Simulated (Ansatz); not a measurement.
Species: ScCl₂, net charge 0, doublet state. The spin state was set by rule; other spins were not relaxed. 
Geometry from a B3LYP-D3(BJ)/def2-TZVP (Ansatz, an electronic-structure program) optimisation:
```
Sc
Cl 1 2.2970
Cl 1 2.2970 2 133.89
```
Charge 0, spin multiplicity 2.

Total electronic energies in hartree. Valence correlation only, unless marked. Open shells are spin-unrestricted. Spin-orbit coupling is left out. Frozen are the shells of the preceding noble gas and the d and f shells that filled before the atom's block. Non-relativistic. CBS marks a two-point X^-3 extrapolation of the correlation energy; Hartree-Fock from the larger set. The bracket is a focal-point correction in the basis named.

The T1 diagnostic of CCSD in the largest basis is 0.084, which is high, so the coupled-cluster rows are less sure than usual.

```json
[
 {"level": "HF/6-31G*", "program": "Ansatz", "energy (Eh)": "-1678.84133"},
 {"level": "PBE-D4/def2-TZVPD", "program": "Ansatz + dftd4", "energy (Eh)": "-1680.67240"},
 {"level": "revPBE-D3(BJ)/def2-TZVPD", "program": "Ansatz + dftd3", "energy (Eh)": "-1681.00332"},
 {"level": "PBE0/STO-3G", "program": "Ansatz", "energy (Eh)": "-1663.10024"},
 {"level": "PBE0-D4/def2-TZVP", "program": "Ansatz + dftd4", "energy (Eh)": "-1680.77599"},
 {"level": "BHLYP-D4/def2-TZVPD", "program": "Ansatz + dftd4", "energy (Eh)": "-1681.26544"},
 {"level": "r2SCANh-D4/def2-TZVPD", "program": "Ansatz + dftd4", "energy (Eh)": "-1681.16842"},
 {"level": "r2SCAN0-D4/def2-TZVPD", "program": "Ansatz + dftd4", "energy (Eh)": "-1681.15719"},
 {"level": "CAM-B3LYP-D4/def2-TZVPD", "program": "Ansatz + dftd4", "energy (Eh)": "-1681.32805"},
 {"level": "CAM-B3LYP/def2-TZVPD", "program": "Ansatz", "energy (Eh)": "-1681.32589"},
 {"level": "LC-wPBE-D3(BJ)/def2-TZVPD", "program": "Ansatz + dftd3", "energy (Eh)": "-1680.84740"},
 {"level": "LC-wPBE-D4/def2-TZVPD", "program": "Ansatz + dftd4", "energy (Eh)": "-1680.84709"},
 {"level": "wB97M-V/def2-TZVPD", "program": "Ansatz", "energy (Eh)": "-1681.17843"},
 {"level": "B2GP-PLYP-D4/def2-TZVPD", "program": "Ansatz + dftd4", "energy (Eh)": "-1680.60426"},
 {"level": "B2GP-PLYP/def2-TZVPD", "program": "Ansatz", "energy (Eh)": "-1680.60322"},
 {"level": "MP2/6-31G", "program": "Ansatz", "energy (Eh)": "-1678.92161"},
 {"level": "MP2/6-31G*", "program": "Ansatz", "energy (Eh)": "-1679.12387"},
 {"level": "MP2/def2-SVPD", "program": "Ansatz", "energy (Eh)": "-1678.88837"},
 {"level": "RI-MP2/CBS(def2-TZVPP,def2-QZVPP)", "program": "Ansatz", "energy (Eh)": "-1679.4904"},
 {"level": "CCSD/def2-SVP", "program": "Ansatz", "energy (Eh)": "-1678.86781"},
 {"level": "CCSD/def2-TZVPP", "program": "Ansatz", "energy (Eh)": "-1679.41493"},
 {"level": "RI-MP2/CBS(def2-TZVPP,def2-QZVPP)+[CCSD(T)-MP2]/def2-SVP", "program": "Ansatz", "energy (Eh)": "-1679.5267"},
 {"level": "RI-MP2/CBS(def2-TZVPPD,def2-QZVPPD)+[CCSD(T)-MP2]/def2-TZVPPD", "program": "Ansatz", "energy (Eh)": "-1679.5459"}
]
```

Totals of different functionals don't rank their quality; only differences between species are comparable.
